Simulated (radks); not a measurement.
The mean radii <r> (bohr) of the occupied orbitals of an atom or ion are listed with their occupations. All-electron calculation, scalar-relativistic Kohn-Sham, RPBE, spin-polarised, spherical densities, finite nucleus; Fermi nuclear charge, rms radius of each element as measured or else 0.836 A^(1/3) + 0.57 fm. Program: a radial shooting solver on a logarithmic mesh with Libxc functionals.

orbital  occ.      <r>
1s up       1  0.01804
1s down     1  0.01804
2s up       1  0.07622
2s down     1  0.07622
2p up       3  0.06834
2p down     3  0.06834
3s up       1   0.1974
3s down     1   0.1974
3p up       3   0.1978
3p down     3   0.1978
3d up       5   0.1792
3d down     5   0.1792
4s up       1   0.4405
4s down     1   0.4405
4p up       3   0.4684
4p down     3   0.4682
4d up       5   0.4992
4d down     5   0.4986
5s up       1   0.9900
5s down     1   0.9884
4f up       7   0.5659
4f down     7   0.5623
5p up       3    1.104
5p down     1    1.106

Name the element and its charge. Open shells, if any, are filled with parallel spins first.

Answer. Z = 75, rhenium, charge +9: Re9+ in [Kr] 4d10 4f14 5s2 5p4. The 1s radius gives Z: for a bare nucleus <r> = (2 gamma + 1)/(2Z) with gamma = sqrt(1 - (Z/c)^2), 0.01783 bohr for Z = 75, and screening makes it slightly larger (0.01804 here). The occupations add up to 66, and the charge is Z minus that.
